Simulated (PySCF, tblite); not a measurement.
Isomers of C7H12Ge. Level: GFN2-xTB in tblite, geometry and Hessian alike; calculated harmonic values, unscaled, isolated species. The method is semi-empirical: single wavenumbers can be off by several per cent or more. Modes of hydrogen on germanium can be 10 to 20 % off. One conformer each.

Electronic energies: PBE0-D3(BJ)/def2-SVP at its own geometries (PySCF, gas phase).

| SMILES | electronic energy, lowest = 0 (kJ/mol) |
| --- | --- |
| C1=C(C2CC2)[CH2][GeH2][CH2]1 | 9.7 |
| CCCC1=[CH][GeH2][CH]=C1 | 8.9 |
| C=C[CH2][GeH]1[CH2]C=C[CH2]1 | 0.0 |
| CC#C[C@@H]1CC[CH2][GeH2]1 | 57.5 |
| C=[C](C)[GeH]1[CH2]C=C[CH2]1 | 1.7 |

**Question.** How do GFN2-xTB zero-point energies change the relative energies?

**Answer.** 
| SMILES | ZPE (kJ/mol) | of it from modes above 1550 cm⁻¹ | electronic (kJ/mol) | with ZPE, lowest = 0 (kJ/mol) | lowest mode (cm⁻¹) | rings |
| --- | --- | --- | --- | --- | --- | --- |
| C=C[CH2][GeH]1[CH2]C=C[CH2]1 | 422.0 | 229.8 | 0.0 | 0.0 | 26 | 1 |
| C=[C](C)[GeH]1[CH2]C=C[CH2]1 | 422.2 | 229.4 | 1.7 | 1.9 | 15 | 1 |
| CCCC1=[CH][GeH2][CH]=C1 | 423.4 | 223.5 | 8.9 | 10.4 | 54 | 1 |
| C1=C(C2CC2)[CH2][GeH2][CH2]1 | 423.1 | 214.8 | 9.7 | 10.8 | 16 | 2 |
| CC#C[C@@H]1CC[CH2][GeH2]1 | 421.1 | 215.5 | 57.5 | 56.6 | 6i | 1 |

The zero-point energies span 2.3 kJ/mol, from `CC#C[C@@H]1CC[CH2][GeH2]1` to `CCCC1=[CH][GeH2][CH]=C1`. Slightly imaginary modes are left out of the zero-point energy: `CC#C[C@@H]1CC[CH2][GeH2]1` 5.6i cm⁻¹. The order is unchanged.

**Question.** And how do the electronic energies of GFN2-xTB itself compare?

**Answer.** `C=C[CH2][GeH]1[CH2]C=C[CH2]1` 56.1; `C=[C](C)[GeH]1[CH2]C=C[CH2]1` 53.2; `CCCC1=[CH][GeH2][CH]=C1` 16.3; `C1=C(C2CC2)[CH2][GeH2][CH2]1` 0.0; `CC#C[C@@H]1CC[CH2][GeH2]1` 29.2 kJ/mol, lowest = 0. Against the energies above, taken from the same isomer `C=C[CH2][GeH]1[CH2]C=C[CH2]1`, the largest difference is 84.4 kJ/mol. The two levels were optimised apart and needn't hold the same conformer.
